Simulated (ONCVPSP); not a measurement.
Cd (Z = 48), ONCV: configuration errors across variants

```
Element                 : cadmium (Cd)
Generator               : ONCVPSP 4.0.1
Type                    : optimised norm-conserving Vanderbilt (ONCV)
Functional              : PBE
Relativity              : scalar-relativistic
Frozen core             : [Kr]
Valence charge          : 12
Reference configuration : 4d10 5s2
Partial waves           : 5s: rc 2.15 bohr, ncon 5, nbas 8, qcut 3 1/bohr, 1 projector; p scattering state at 0.39 Ha: rc 2.20 bohr, ncon 4, nbas 9, qcut 4.1 1/bohr, 1 projector; 4d: rc 1.30 bohr, ncon 4, nbas 7, qcut 6.2 1/bohr, local
Local potential         : the d channel
Core correction         : none
```

All-electron excitation energies from the reference (eV): (1) 4d10 5s1 9.273; (2) 4d10 5s0 26.399; (3) 4d10 5s0 5p2 9.671.

A true bound ghost makes a file unfit for plane-wave use even where its test errors are small: the radial tests pick states by their node count and pass the ghost by.

Errors AE − PS in meV (a dash: test not solved or not reliable):

| change | (1) | (2) | (3) | bound ghosts | GHOST(+) flags above zero |
| --- | --- | --- | --- | --- | --- |
| base | +3.2 | +27 | -12 | s, p | none |
| d: qcut 7.4 | +2.5 | +25 | +7.2 | s, p | none |
| s: qcut 4.3; p: qcut 5.8; d: qcut 8.8 | +2.3 | +24 | +9.6 | s, p | none |
| d: qcut 7.7 | +2.5 | +25 | +11 | s, p | none |
| d: nproj 1; local potential polynomial inside 0.90 bohr (lpopt 4, dvloc0 6 Ha) | +2.5 | +27 | +13 | s, p | none |
| core correction Teter function, fcfact 3.5, rcfact 1.55 | -4.6 | -32 | -27 | s, p | none |
| d: nbas 8 | +2.1 | +27 | -54 | s, p | none |

Task: Give the same row for: d: ncon 3, nbas 6.

Result: +3.0, +28, -41; bound ghosts: s, p; GHOST(+) flags above zero: none.
